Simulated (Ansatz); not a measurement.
`N[SiH](F)[Si](N)(Cl)Cl` + `[NH2][GeH2][OH]` → `[NH2][GeH2][O][SiH](N)F` + `N[SiH](Cl)Cl`  (cleavage of the Si–Si bond)

Gas-phase electronic energies from Ansatz, PBE0-D4/def2-TZVP geometries. CCSD(T)/CBS adds triple-zeta CCSD(T) − MP2 to the extrapolated MP2 energy (def2 sets, frozen cores). Functionals use def2-TZVPP. For Ge outer-core shells are correlated without core-valence functions, which leaves a few kJ/mol of doubt a bond. Scalar relativity is left out up to krypton. Each species was taken in one conformer, which may not be the lowest.

| level | ΔE (kcal/mol) |
| --- | --- |
| B2PLYP | -37.4 |
| r2SCAN | -35.9 |
| PBE0 | -32.9 |
| HF/def2-TZVPP | -43.0 |
| HF/def2-QZVPP | -43.3 |
| MP2/def2-QZVPP | -38.2 |
| MP2/CBS(def2) | -37.6 |
| CCSD/CBS(def2) | -37.4 |

Q: What does CCSD(T)/CBS give? (An estimate is asked.)

A: Computed: -36.7 kcal/mol. The listed levels differ from it by -0.7, 0.8, 3.8, -6.3, -6.6, -1.5, -0.9, -0.7 kcal/mol.

Largest T1 diagnostic among the species: 0.012.

The D4 term adds +0.8 kcal/mol with B3LYP and +0.5 kcal/mol with PBE0; it sums over pairs of atoms, weighted by their polarisabilities, and B3LYP, whose exchange is more repulsive, gets the larger term. In def2-TZVPP, CCSD(T) changes the Hartree–Fock value by +5.0 kcal/mol (the triples alone add +0.8 kcal/mol) and MP2 by +4.1 kcal/mol.

B3LYP here is the variant with VWN-RPA as its local correlation; programs differ in this.
